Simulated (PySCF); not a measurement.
Species: C2H7ClOSi.
Z-matrix (Å and degrees, PBE0-D3(BJ)/def2-SVP geometry), rows numbered from 1:
```
C 
C   1  1.5128
Cl  2  1.8205  1  110.35
Si  2  1.8985  1  115.62  3   118.29
O   4  1.6608  2  109.43  1  -173.40
H   1  1.1005  2  111.32  3   -62.58
H   1  1.1025  2  109.65  3   177.79
H   1  1.1005  2  111.50  3    58.23
H   2  1.1010  1  110.97  3  -115.65
H   4  1.4950  2  106.83  1   -50.52
H   4  1.4899  2  110.31  1    69.34
H   5  0.9646  4  113.30  2    45.97
```

Computed with PySCF at PBE0/def2-SVPD, non-relativistic, on one gas-phase PBE0-D3(BJ)/def2-SVP geometry that isn't relaxed in the solvent. The solvent is an IEF-PCM continuum (cavity from Bondi-type radii × 1.2), and excitations are vertical TDDFT with non-equilibrium linear response and a frozen core. Specific hydrogen bonds and non-electrostatic terms are outside this model.

| run | E − E(gas) (kJ/mol) | HOMO (eV) | HOMO–LUMO gap (eV) | dipole (D) | lowest singlet (eV) | static polarisability (au) |
| --- | --- | --- | --- | --- | --- | --- |
| gas | 0.00 | -8.15 | 8.00 | 1.76 | 6.53 | 69.8 |
| P | -19.09 | -8.03 | 8.01 | 2.26 | 6.54 | 93.8 |
| Q | -13.78 | -8.06 | 8.01 | 2.13 | 6.53 | 86.0 |

Task: The runs were made in acetonitrile and chloroform. Which run belongs to which solvent?

Result: P = acetonitrile, Q = chloroform. The dielectric constants are 4.711 (chloroform), 35.69 (acetonitrile), and the energy falls further as ε rises. The optical constants n² used for the excitations are 2.09, 1.81 in the same order. In this model the ground state sees the solvent through ε alone.

Task: How constant is the ratio of the lowering to (ε − 1)/(2ε + 1)?

Result: 
```tsv
solvent	(ε − 1)/(2ε + 1)	E − E(gas) (kJ/mol)	ratio (kJ/mol)	polarisation term (kJ/mol)
chloroform	0.356	-13.78	-38.7	-15.10
acetonitrile	0.479	-19.09	-39.8	-21.70
```

The ratio changes by +2.9 % in size from chloroform to acetonitrile. The polarisation term is half the interaction of the solute with the induced surface charges.
